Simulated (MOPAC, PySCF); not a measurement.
Bond stretch in SeH, doublet.

Computed with: UCCSD(T) = CCSD(T) on UHF/cc-pVDZ, 9 core orbitals frozen in PySCF; UMP2 = PySCF with MP2 on UHF/cc-pVDZ, 9 core orbitals frozen; UMP2/6-31G* = unrestricted MP2 (frozen core)/6-31G*, spherical d run with PySCF; PM6, unrestricted, heats of formation (MOPAC).

Energies are in mEh, each relative to the lowest point of its own curve near equilibrium.

```
R / Å  UCCSD(T)  UMP2  UMP2/6-31G*         PM6
-----  --------  ----  -----------  ----------
1.17       64.1  62.5         65.5  (withheld)
1.24       33.5  32.2         34.2  (withheld)
1.33       10.9  10.0         11.1  (withheld)
1.38        4.3   3.7          4.4  (withheld)
1.42        1.4   1.0          1.4         0.9
1.47        0.0   0.0          0.0         0.0
1.52        0.7   1.1          0.7         1.2
1.55        1.9   2.6          2.0         2.8
1.64        8.3   9.8          8.6        10.7
1.70       14.1  16.4         14.7        18.0
1.81       26.5  31.0         28.5        34.2
```

Question: Complete the blanks.

Answer: 
- 1.17, PM6: 49.8
- 1.24, PM6: 26.8
- 1.33, PM6: 8.8
- 1.38, PM6: 3.3

The scan ran from 1.17 to 5.92 Å; beyond the distances shown one of the unrestricted levels run for this scan, shown here or not, changes its spin distribution in one step.
